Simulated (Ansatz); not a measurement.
```xyz
3

V     0.0000    0.0000    0.0000
O     1.3629    0.0000    0.8189
O    -1.3629    0.0000    0.8189
```

Basis set: pcseg-2 (spherical functions). Charge 0, multiplicity 2.

Computed with Ansatz (development build ahead of 0.2.0); each method stands on the lowest determinant of its kind that the runs found.

The atomization energy at this shape (free ground-state atoms in the same class of orbitals less the molecule, no zero-point energy) of doublet VO2:

| method | atomization energy |
| --- | --- |
| UHF | 2.51 eV |

(1) What does ROHF give?

Answers

(1) 2.61 eV. Caution: another spin multiplicity may lie lower. Caution for UHF: the unrestricted determinant is a mixture of spin states.

The shape needn't be a minimum at these levels.
